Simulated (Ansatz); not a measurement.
An input meant for InSiH₅³⁻, that is InH2(SiH3) with one electron more (charge -3, doublet; atoms displaced at random, 0.15 Å in each coordinate).

```yaml
crystal:
  periodic: [false, false, false]
  atoms:
    - {symbol: In, position_ang: [1.073477, 1.429727, 0.042550]}
    - {symbol: H, position_ang: [2.660825, 1.359733, 0.326010]}
    - {symbol: H, position_ang: [0.053362, 2.746361, -0.162724]}
    - {symbol: Si, position_ang: [-0.517809, -0.939324, -0.035123]}
    - {symbol: H, position_ang: [-1.929608, -0.471861, 0.332018]}
    - {symbol: H, position_ang: [0.225532, -2.162274, 0.557157]}
    - {symbol: H, position_ang: [-0.502836, -1.433292, -1.441737]}
basis:
  gaussian: {orbitals: def2-SVPD, fitting: {mean_field: cc-pVTZ-jkfit}, final_grid: {core_spheres: 20, valence_spheres: 16, degree: 47}}
total_charge: -3
magnetization: {spin_polarized: true, initial_magnetization: 1}
hamiltonian: {xc: {name: revPBE}, dispersion: d3bjatm}
output: {forces: true}
```

```sh
$ ansatz run in.yaml --threads 4 --pin off --events-out ev --progress --plain --max-ram 3916MiB
```

Predict how Ansatz answers.

The input was rejected before any iteration.
```
Functional definition: revPBE
Error: [file] the basis set cc-pVTZ-JKFIT has no functions for In
```
